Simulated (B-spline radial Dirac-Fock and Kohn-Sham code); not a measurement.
**How the settings move the core levels of Lu³⁺**

ΔSCF core binding energies without Breit or QED terms, calculated with a radial finite-basis atomic code. Keys: rel is the Hamiltonian (dirac, or spin-free x2c and nr, where L3 and M5 stand for the whole 2p and 3d shells), method is hf or an exchange,correlation pair (spin-unpolarised, also for the hole states), nuc the nuclear model, radius_factor scales its radius, rmax is the box in bohr, h the logarithmic mesh step, order the B-spline order, points the quadrature points per cell, c_factor scales the speed of light, and damp, ndamp, maxit and tol steer the iteration. The run stops when the commutator error falls below 10·tol·max(1, Z/10), or the numerical noise floor, and the energy has settled to about 1e-8 Ha; the virial ratio is −V/T.

Base input:

```json
{"items": [{"Z": 71, "q": 3, "cfg": [[1, 0, 2], [2, 0, 2], [2, 1, 6], [3, 0, 2], [3, 1, 6], [3, 2, 10], [4, 0, 2], [4, 1, 6], [4, 2, 10], [4, 3, 14], [5, 0, 2], [5, 1, 6]], "A": 175, "rrms": 5.37, "do": "settings", "holes": ["K", "L3", "M5"],
  "settings": [{"rel": "dirac", "method": "hf", "nuc": "fermi", "radius_factor": 1.0, "rmax": 45.0, "h": 0.3, "order": 8, "points": 10, "c_factor": 1.0, "maxit": 60, "damp": 0.5, "ndamp": 3, "tol": 1e-08}]}]}
```

The ground state converged in 10 iterations, with total energy -14571.09132 Ha, virial ratio 1.89757 and highest orbital energy -47.93 eV. ΔSCF binding energies: K (1s) 63650.3 eV, L3 (2p3/2) 9304.9 eV, M5 (3d5/2) 1627.5 eV.

Changes from the base run:

| changed setting | Δ total energy (Ha) | Δ K (eV) | Δ L3 (eV) | Δ M5 (eV) | iterations |
| --- | --- | --- | --- | --- | --- |
| rmax = 30.0 | 0.00000 | 0.00 | 0.00 | 0.00 | 10 |
| radius_factor = 0.5 | -1.30707 | +14.60 | -0.09 | -0.02 | 10 |
| h = 0.18 | -0.00006 | 0.00 | 0.00 | 0.00 | 10 |
| method = "lda,vwn"; c_factor = 1.5; damp = 0.8 | +428.52654 | -2812.29 | -56.21 | +10.08 | 10 |
| nuc = "gauss" | -0.01239 | +0.14 | 0.00 | 0.00 | 10 |
| radius_factor = 0.5; h = 0.18; c_factor = 1.5 | ? | ? | ? | ? | ? |
| rel = "x2c" | +14.03758 | -68.19 | +336.82 | +20.68 | 10 |

Q: What does the change radius_factor = 0.5; h = 0.18; c_factor = 1.5 do?

A: The total energy moves by +424.82538 Ha and the binding energies by K -2787.49 eV, L3 -18.02 eV, M5 +20.05 eV; the run takes 10 iterations.
